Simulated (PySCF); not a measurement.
C₂H₃Cl₃Si. Atoms are numbered in the order given.

```xyz
9

C     -2.5863    -1.0810     0.0000
C     -1.2771    -1.3739     0.0000
Si     0.0535    -0.0949     0.0000
Cl    -0.7596     1.7971     0.0000
Cl     1.2529    -0.2988    -1.6615
Cl     1.2529    -0.2988     1.6615
H     -2.9438    -0.0463     0.0000
H     -3.3510    -1.8646     0.0000
H     -0.9570    -2.4238     0.0000
```

Geometry optimised at TPSSh-D3(BJ)/def2-SVP. One conformer was computed; it need not be the lowest.

Level of theory: PySCF with TDDFT-ωB97X/def2-SVPD.

Vertical excitations. The molecule is in vacuum. State labels are in the subgroup Cs.

```
state  symmetry  energy (eV)  λ (nm)      f                                               main pairs
-----  --------  -----------  ------  -----  -------------------------------------------------------
S1           A"         6.94     179  0.004                       HOMO−2→LUMO 76 %, HOMO−7→LUMO 16 %
S2           A'         7.15     173  0.436                                           HOMO→LUMO 94 %
S3           A"         7.99     155  0.000                                       HOMO−1→LUMO+1 68 %
S4           A"         8.09     153  0.002                     HOMO→LUMO+1 50 %, HOMO−4→LUMO+1 12 %
S5           A'         8.13     152  0.029                                         HOMO−1→LUMO 87 %
S6           A"         8.21     151  0.029                                         HOMO→LUMO+2 69 %
T1           A'         4.23     293      0                                           HOMO→LUMO 84 %
T2           A"         6.40     194      0                       HOMO−2→LUMO 75 %, HOMO−7→LUMO 17 %
T3           A"         7.50     165      0                                       HOMO−1→LUMO+1 63 %
T4           A"         7.63     162      0  HOMO−4→LUMO+1 32 %, HOMO→LUMO+1 27 %, HOMO−4→LUMO+2 6 %
```
Triplets are in the Tamm–Dancoff approximation, which puts them higher than full response would, so one can lie above its singlet here.
